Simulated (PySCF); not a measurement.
# Hg⁺: ionisation energy

Hg⁺ [Xe] 4f14 5d10 6s1 (2S) → Hg²⁺ [Xe] 4f14 5d10 (1S), as a difference of total energies. Calculation: PySCF 2.14, in def2-TZVPPD with the def2 core potential (60 electrons) (6s6p3d2f1g, 62 functions); scalar relativity through the core potential. Correlated levels: valence: 5s2 5p6 frozen; valence and next inner shell: nothing frozen outside the core potential. The calculations carry no spin-orbit coupling.

```json
{"method": "UHF", "ionisation energy (eV)": "17.144"}
{"method": "LDA", "ionisation energy (eV)": "19.557"}
{"method": "PBE", "ionisation energy (eV)": "19.142"}
{"method": "PBE0", "ionisation energy (eV)": "18.816"}
{"method": "r2SCAN", "ionisation energy (eV)": "19.038"}
{"method": "B97-3", "ionisation energy (eV)": "18.610"}
{"method": "CAM-B3LYP", "ionisation energy (eV)": "18.909"}
{"method": "wB97X", "ionisation energy (eV)": "18.431"}
{"method": "wB97X-V", "ionisation energy (eV)": "18.464"}
{"method": "MP2 (valence)", "ionisation energy (eV)": "18.625"}
{"method": "SCS-MP2 (valence)", "ionisation energy (eV)": "18.421"}
{"method": "MP2 (valence and next inner shell)", "ionisation energy (eV)": "18.819"}
{"method": "SCS-MP2 (valence and next inner shell)", "ionisation energy (eV)": "18.560"}
```

Question: How much does correlation contribute at MP2 (valence and next inner shell)?

Answer: 18.819 − (17.144) = 1.675 eV, measured against UHF.

Errors of the correlated levels include the incompleteness of this basis and the frozen core.

For comparison: 18.757 eV (measured; NIST Atomic Spectra Database, ionization energies).
